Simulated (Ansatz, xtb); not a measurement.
CH6GaN: which of two isomers lies lower

Structure a: `C[NH][GaH2]`, a singlet. Structure b: `[CH3][GaH][NH2]`, a singlet. Both are isolated molecules in the gas phase, relaxed with B3LYP-D3(BJ)/def2-SVP; the shapes shown needn't be the lowest conformers.

a (Å):

```yaml
atoms:
  - { symbol: C, position_ang: [-0.8221, -1.4103, -0.4927] }
  - { symbol: Ga, position_ang: [0.7423, 1.0934, -0.5124] }
  - { symbol: N, position_ang: [-0.5569, -0.0770, 0.0091] }
  - { symbol: H, position_ang: [-1.1991, 0.2042, 0.7453] }
  - { symbol: H, position_ang: [-1.8345, -1.5072, -0.9303] }
  - { symbol: H, position_ang: [-0.1014, -1.6653, -1.2857] }
  - { symbol: H, position_ang: [0.7693, 2.4710, 0.2295] }
  - { symbol: H, position_ang: [1.6976, 0.5984, -1.6498] }
  - { symbol: H, position_ang: [-0.7307, -2.1866, 0.2914] }
```

b (Å):

```yaml
atoms:
  - { symbol: C, position_ang: [-1.6825, -1.4705, -0.1340] }
  - { symbol: Ga, position_ang: [0.0878, -1.3727, -1.0051] }
  - { symbol: N, position_ang: [0.6261, 0.2345, -1.6799] }
  - { symbol: H, position_ang: [-2.1955, -0.4968, -0.1424] }
  - { symbol: H, position_ang: [-1.5773, -1.8014, 0.9120] }
  - { symbol: H, position_ang: [-2.3222, -2.2072, -0.6467] }
  - { symbol: H, position_ang: [1.1047, -2.5555, -1.1841] }
  - { symbol: H, position_ang: [0.0770, 1.0872, -1.6387] }
  - { symbol: H, position_ang: [1.5137, 0.3908, -2.1463] }
```

Quicker runs give these differences E(b) − E(a): GFN2-xTB +1.5 kcal/mol; HF/STO-3G +20.3 kcal/mol (at GFN2-xTB geometries); r2SCAN-D4/def2-SVP −0.3 kcal/mol (at GFN2-xTB geometries).

**Question.** Which of the two would you expect CCSD(T)/def2-TZVP electronic energies to favour?

**Answer.** Structure b; the calculation gives E(b) − E(a) = −17.0 kcal/mol.

Level by level:

```
                level               geometry  E(b) − E(a) (kcal/mol)  departure from the last row (kcal/mol)  job, with rough time for the two
             GFN2-xTB               GFN2-xTB                      +1.5                                   +18.5              optimisation, 0.31 s
            HF/STO-3G               GFN2-xTB                     +20.3                                   +37.3              single point, 0.58 s
   r2SCAN-D4/def2-SVP               GFN2-xTB                      −0.3                                   +16.7               single point, 2.5 s
B3LYP-D3(BJ)/def2-SVP  B3LYP-D3(BJ)/def2-SVP                     −12.4                                    +4.6                optimisation, 60 s
         HF/def2-TZVP  B3LYP-D3(BJ)/def2-SVP                     −15.4                                    +1.7           part of the CCSD(T) run
        MP2/def2-TZVP  B3LYP-D3(BJ)/def2-SVP                     −18.4                                    −1.4           part of the CCSD(T) run
    CCSD(T)/def2-TZVP  B3LYP-D3(BJ)/def2-SVP                     −17.0                                                        single point, 48 s
```

As drawn, b has 1 C–Ga, 1 N–H in place of 1 C–N, 1 Ga–H.

GFN2-xTB, HF/STO-3G put the two in the other order. r2SCAN-D4/def2-SVP finds them nearly level. The largest departure from CCSD(T)/def2-TZVP is that of HF/STO-3G, 37.3 kcal/mol.

With harmonic frequencies from B3LYP-D3(BJ)/def2-SVP (ideal gas, rigid rotor, one conformer each, 298.15 K, 1 atm): on the last row, ΔE + ΔZPE = −16.9, ΔH = −16.5, ΔG = −17.5 kcal/mol.

The correlated steps freeze 11 core orbitals; the filled d shell of Ga is correlated, in a basis made for valence electrons. Run with Ansatz 0.2.0, xtb 6.7.1; the last row on 2 threads of Intel(R) Xeon(R) Processor @ 2.70GHz on a shared host.
